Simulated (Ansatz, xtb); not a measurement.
# Two isomers of BFH6O2Si2

We compare I, `F[SiH2]OBO[SiH3]`, a singlet, with II, `FBO[SiH2]O[SiH3]`, a singlet. Both are isolated molecules in the gas phase, relaxed with PBE0-D4/def2-SVP; each stands in its lowest conformer found.

Question: Estimate E(II) − E(I) at the level CCSD(T)/def2-SVP + ΔMP2/def2-TZVPP.

Answer: CCSD(T)/def2-SVP + ΔMP2/def2-TZVPP gives E(II) − E(I) = +0.53 kcal/mol, slightly favouring structure I, which is too small a margin to settle the true order.

How the difference moves with the method:

| level | geometry | E(II) − E(I) (kcal/mol) | departure from the last row (kcal/mol) | job, with rough time for the two |
| --- | --- | --- | --- | --- |
| PBE0-D4/def2-SVP | PBE0-D4/def2-SVP | +0.97 | +0.44 | optimisation, 5.2 min |
| HF/def2-SVP | PBE0-D4/def2-SVP | −0.91 | −1.43 | part of the CCSD(T) run |
| MP2/def2-SVP | PBE0-D4/def2-SVP | +0.24 | −0.29 | part of the CCSD(T) run |
| CCSD(T)/def2-SVP | PBE0-D4/def2-SVP | +0.24 | −0.29 | single point |
| CCSD(T)/def2-SVP + ΔMP2/def2-TZVPP | PBE0-D4/def2-SVP | +0.53 |  | single point, 66 s |

As drawn, II has 1 B–F, 1 O–Si in place of 1 F–Si, 1 B–O.

The largest departure from CCSD(T)/def2-SVP + ΔMP2/def2-TZVPP is that of HF/def2-SVP, 1.43 kcal/mol. A small imaginary or near-zero mode remains, so no thermal terms are given. Levels run at GFN2-xTB geometries aren't shown. The last row adds to CCSD(T) the change of the MP2 difference between the two basis sets, here +0.29 kcal/mol.

The correlated steps freeze 14 core orbitals. Run with Ansatz 0.2.0, xtb 6.7.1; the last row on 2 threads of Arm Neoverse V2 on a shared host.
